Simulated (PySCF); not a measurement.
## Electron correlation in Ca (calcium, neutral)

[Ar] 4s2, closed-shell 1S. All numbers are calculated (PySCF 2.14, scalar relativity by spin-free X2C-1e, in ANO-RCC-VTZP). Frozen: [Ar]; 2 electrons correlated.

With two correlated electrons CCSD is exact within the correlated space (frozen core and kept virtual orbitals).

```tsv
level	correlation energy (mhartree)
CCSD	-28.16
```

Diagnostics: T1 = 0.013, D1 = 0.0186, largest double amplitude 0.140.

Problem. Is a single reference adequate?

Solution. Mostly. T1 lies below 0.03, but a double amplitude of this size points to a near-degeneracy that CCSD handles and MP2 describes poorly.
